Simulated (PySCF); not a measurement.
Ionisation energy along the 5-electron series

Calculated with PySCF 2.14 and a two-component X2C-1e Hamiltonian (Gaussian nucleus, no Breit or QED terms), each ion in its own even-tempered basis scaled to its charge; GMP2 freezes nothing and drops the highest virtual spinors. Values in eV. NIST values: (m) measured, (s) semi-empirical, (t) theoretical.

```
  ion  configuration  GHF (spin-free)  GMP2 (spin-free)  GHF (screened spin-orbit)  GMP2 (screened spin-orbit)              NIST
Zn²⁵⁺   [He] 2s2 2p1           2476.3            2475.7                     2495.6                      2494.8  2491.5 ± 1.1 (s)
Ga²⁶⁺   [He] 2s2 2p1           2665.2            2664.5                     2687.4                      2686.6    2683 ± 1.4 (s)
As²⁸⁺   [He] 2s2 2p1           3064.0            3063.3                     3093.3                      3092.3  3088.1 ± 1.9 (s)
```

Q: Fill in the row of Ge²⁷⁺.

A: configuration: [He] 2s2 2p1; GHF (spin-free): 2861.1; GMP2 (spin-free): 2860.3; GHF (screened spin-orbit): 2886.6; GMP2 (screened spin-orbit): 2885.8; NIST: 2881.9 ± 1.6 (s).
